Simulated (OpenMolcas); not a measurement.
## Levels of Zn⁺ by method

```json
{
 "Program": "OpenMolcas",
 "Basis": "ANO-RCC-VTZP [6s5p3d2f1g]",
 "Scalar Hamiltonian": "DKH2, point nucleus",
 "Active space": "1 electron in 4 orbitals (4s 4p)",
 "State averaging": "2S+1 = 2 even, 1 root; 2S+1 = 2 odd, 3 roots",
 "Spin-orbit coupling": "state interaction with AMFI integrals over the reference wave functions, term energies averaged over their components"
}
```

Methods on the same reference wave functions:
A. CASSCF
B. SS-CASPT2, IPEA 0.25 Eh, imaginary shift 0.1 Eh (closed shells correlated: 3d)
C. XMS-CASPT2, IPEA 0.25 Eh, imaginary shift 0.1 Eh (closed shells correlated: 3d)

Energies in cm⁻¹ above 4s ²S_1/2, the measured ground level; measured values from NIST Handbook of Basic Atomic Spectroscopic Data.

```
     Level      A      B      C  Measured
 4s ²S_1/2    0.0    0.0    0.0       0.0
4p ²P°_1/2  45503  49262  49091     48481
4p ²P°_3/2  46157  49916  49744     49355
```

Deviations, from unrounded energies. A percentage is the sum of absolute deviations over the sum of measured energies, with the sign that they share, or ± where signs differ.

| Against measurement | Levels | A | B | C |
| --- | --- | --- | --- | --- |
| mean absolute deviation (cm-1) | 2 | 3100 | 670 | 500 |
| other configurations (%) | 2 | -6.3 | +1.4 | +1.0 |

C lies closest to measurement on these levels and A furthest from it. The largest miss of C in the table is 4p ²P°_1/2, by +610 cm-1. The ranking rests on the paired levels alone, and a cruder setting can come out closer through cancelling errors.

Between B and C the level of the table that moves most is 4p ²P°_1/2, by 170 cm-1 (lowest in C, highest in B).

The lowest spin-free term lies below A's lowest term by 0.472 hartree in B, 0.472 hartree in C.

With one active electron the reference holds no correlation, so core polarisation is missing (holds for A). With one active electron, CASPT2 adds the correlation within the correlated inactive shells and between them and that electron, and leaves the splitting within a term as the reference gives it (holds for B; C). Measured partners are found by configuration, term and J. A level has none where our copy of the source lacks it or the pairing is in doubt (some pairs that miss far off the trend of their configuration count as doubtful), and it then counts in no deviation. Only configurations of the active space appear.

° marks odd parity.
